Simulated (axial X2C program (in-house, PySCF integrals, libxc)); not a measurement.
# Which molecule has these constants?

Calculated with an axial X2C code built on PySCF integrals, spin-free (one-electron X2C) or two-component (2c: spin–orbit coupling with atomic mean-field Coulomb and Gaunt terms, which also bring small scalar terms), in Dyall basis sets with cores contracted in-house; open shells are unrestricted.

A two-component PBE0 calculation in a Dyall 3-zeta basis gave Re = 2.144 Å, ωe = 559.2 cm⁻¹, Ω = 4.

Task: Which molecule is it?
A. NbB⁺
B. AgB⁺
C. ZrB⁺
D. RbB⁺
E. CdB⁺

Result: C. The others have NbB⁺ 2.093 Å and 577.9 cm⁻¹ (Ω = 5/2); CdB⁺ 2.508 Å and 304.9 cm⁻¹ (Ω = 0); RbB⁺ 3.517 Å and 128.3 cm⁻¹ (Ω = 1/2); AgB⁺ 2.103 Å and 408.3 cm⁻¹ (Ω = 1/2).

Each entry is the lowest single determinant of a limited PBE0 search at one distance. De goes to single-determinant-based atoms at the same level (for ions the charge split of lowest energy) and is withheld (n/a) where an atom does not fit its ground term or J level. Main or longest-lived isotopes. One determinant is a doubtful description, or other states lie close, for ZrB⁺, NbB⁺, RbB⁺; these need not be ground states, and all values refer to the states named. Some open-shell Ω = 0 determinants are out of reach, so the Ω given for ZrB⁺ need not be the lowest component. With several unpaired electrons the Ω given is that of one determinant, not necessarily of the lowest component. Some light 2c atoms are not at their ground J level, so De misses part of their lowering (0.04 eV or less). The functionals have no current term, which raises determinants with orbital currents.
